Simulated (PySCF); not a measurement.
A PySCF script (with the pyscf-properties extension) for the NMR shieldings of `O=CCC[SiH2][Si@@H](N)[SiH3]`, C$_{3}$H$_{13}$NOSi$_{3}$, on a GFN2-xTB geometry:

```python
import basis_set_exchange as bse
import numpy as np
from pyscf import gto, dft
from pyscf.prop import nmr

atoms = """
N     0.775877   -1.102456    1.813974
Si    1.436589    0.289736    1.010970
Si    2.671207   -0.622895   -0.727760
Si   -0.274024    1.728698    0.399237
C    -1.393587    0.948503   -0.947402
C    -1.763238   -0.501404   -0.670121
C    -2.202710   -0.699873    0.738424
O    -1.922970    0.037764    1.644678
H     0.092781   -0.942356    2.537756
H     1.408764   -1.825813    2.118233
H     2.355075    1.038119    1.910792
H     3.276743    0.423798   -1.554865
H     3.772940   -1.512362   -0.337882
H     1.861065   -1.430439   -1.653947
H     0.387829    2.824986   -0.353074
H    -1.070218    2.454281    1.391043
H    -2.308554    1.533658   -1.040541
H    -0.890916    1.001950   -1.912369
H    -0.882568   -1.143225   -0.792725
H    -2.532003   -0.875619   -1.351787
H    -2.807000   -1.608105    0.922004
"""
names = dict.fromkeys(["N", "Si", "C", "O", "H"], "pcSseg-1")
basis = {el: gto.basis.parse(bse.get_basis(n, elements=[el], fmt="nwchem")) for el, n in names.items()}
mol = gto.M(atom=atoms, basis=basis, charge=0, verbose=0)
mf = dft.RKS(mol, xc="PBE0")
mf.grids.level = 2
mf.grids.alignment = dft.numint.BLKSIZE   # the property module wants whole blocks of grid points
mf.conv_tol = 1e-9
mf.kernel()

calc = nmr.RKS(mf)   # GIAO
C = mf.mo_coeff
Co = C[:, mf.mo_occ > 0]
resp = mf.gen_response(singlet=True, hermi=2)
def vind(x):   # induced exchange potential for any number of trial vectors
    d = np.einsum("pi,xij,qj->xpq", C, 2 * x.reshape(-1, C.shape[1], Co.shape[1]), Co, optimize=True)
    return np.einsum("xpq,pi,qj->xij", resp(d - d.transpose(0, 2, 1)), C, Co, optimize=True).ravel()
mo1, _ = nmr.rhf.solve_mo1(calc, with_cphf=vind)
sigma = calc.kernel(mo1)
for i, s in enumerate(sigma):   # ppm
    print("%2d %-2s %9.2f" % (i, mol.atom_pure_symbol(i), np.trace(s) / 3))
```

Question: Give the expected output.

Answer: 
```
 0 N     261.05
 1 Si    402.70
 2 Si    465.96
 3 Si    427.15
 4 C     182.18
 5 C     142.30
 6 C     -30.09
 7 O    -315.94
 8 H      32.13
 9 H      32.09
10 H      26.27
11 H      28.38
12 H      28.15
13 H      28.32
14 H      27.76
15 H      26.75
16 H      30.79
17 H      30.93
18 H      28.90
19 H      28.64
20 H      21.51
```

These numbers come from an equivalent density-fitted implementation of the same equations, which agrees with the script to about 0.01 ppm for H and up to a few tenths of a ppm for heavy atoms, so last digits may differ.

Question: Turn these shieldings into chemical shifts. Chemical shifts δ = σref − σ; ¹⁵N (267.73 ppm) against NH3; TMS for ²⁹Si (349.16 ppm) and ¹³C (186.93 ppm) and ¹H (31.72 ppm); ¹⁷O (336.08 ppm) against H2O, all at this level.

Answer: Averaging equivalent atoms: N 0: 6.7; Si 1: -53.5; Si 3: -78.0; Si 2: -116.8; C 6: 217.0; C 5: 44.6; C 4: 4.7; O 7: 652.0; H 20: 10.21; H 10: 5.45; H 15: 4.96; H 14: 3.96; H 11/12/13: 3.44; H 19: 3.07; H 18: 2.82; H 16: 0.92; H 17: 0.79; H 8/9: -0.39 ppm. Unscaled 17O shifts of doubly bonded oxygen tend to come out too high, by tens of ppm or more. Experimental scales use liquid or dissolved standards, which lie at an offset from isolated NH3 (liquid NH3: subtract about 20 ppm) and H2O (liquid H2O: subtract about 36 ppm).

Size and cost of the density-fitted run: 222 basis functions, 87 s wall time on 1 thread of an Arm Neoverse N1, shared host; peak memory 1.1 GiB.
